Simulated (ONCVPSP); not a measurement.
## What the settings do to the ONCV potential of Sr (Z = 38)

Base potential:

strontium (Sr), optimised norm-conserving Vanderbilt (ONCV), made with ONCVPSP 4.0.1 (PBE, scalar-relativistic). Core [Ar] 3d10, reference 4s2 4p6 5s2. Waves: 4s+5s: rc 2.65 bohr, ncon 4, nbas 7, qcut 4.1 1/bohr, 2 projectors; 4p: rc 1.75 bohr, ncon 5, nbas 8, qcut 3.8 1/bohr, 2 projectors, debl 1.5 Ha; d scattering state at 0.04 Ha: rc 2.60 bohr, ncon 3, nbas 7, qcut 3.1 1/bohr, 1 projector; f scattering state at 0.08 Ha: rc 2.90 bohr, ncon 4, nbas 8, qcut 4.3 1/bohr, 2 projectors, debl 3.6 Ha. Local part: polynomial inside 1.20 bohr (lpopt 5, dvloc0 0 Ha). Core correction: none.

In the d channel the program set the typed energies aside and used 0.050 Ha.

Cutoffs, loose and tight: the cutoffs (Ha) at which the residual kinetic energy of the hardest occupied pseudo-wave falls to 1 and 0.1 mHa per electron. They do not see the model core or the augmentation charge, which bear on the density cutoff. Test errors are all-electron minus pseudo excitation energies from the reference, over the configurations 4s2 4p6 5s1; 4s2 4p6 5s0; 4s2 4p6 5s1.5; 4s1 4p6 5s2. A dash means not determined; rows that change the core or the reference have their own tests.

A true bound ghost makes a file unfit for plane-wave use even where its test errors are small: the radial tests pick states by their node count and pass the ghost by.

| change | outcome | cutoff, loose | cutoff, tight | bound ghosts | GHOST(+) flags above zero | largest test error (meV) |
| --- | --- | --- | --- | --- | --- | --- |
| base | generated, projector energies reset by the program | 43 Ha | 60 Ha | f | s, d | -321 |
| f: rc 2.06 | generated, projector energies reset by the program | 43 Ha | 60 Ha | none | s, d | -321 |
| f: rc 2.32 | generated, projector energies reset by the program | 43 Ha | 60 Ha | none | s, d, f | -321 |
| f: rc 2.74 | generated, projector energies reset by the program | 43 Ha | 60 Ha | f | s, d | -321 |
| f: rc 2.98 | generated, projector energies reset by the program | 43 Ha | 60 Ha | f | s, d | -321 |
| f: rc 3.3 | generated, projector energies reset by the program | 43 Ha | 60 Ha | none | s, d, f | -321 |
| f: rc 3.56 | generated, projector energies reset by the program | 43 Ha | 60 Ha | none | s, d, f | -321 |
| f: rc 3.96 | generated, projector energies reset by the program | 43 Ha | 60 Ha | none | s, d | -321 |
| f: rc 4.26 | generated, projector energies reset by the program | 43 Ha | 60 Ha | none | s, d | -321 |

Reading the sweep of the f radius (base included, trends over the rows without a ghost): The loose cutoff stays near 43 Ha. The median size of the test errors (rows with all tests solved) stays near 2.2 meV. Bound ghosts are found at 2.74, 2.9, 2.98 bohr.
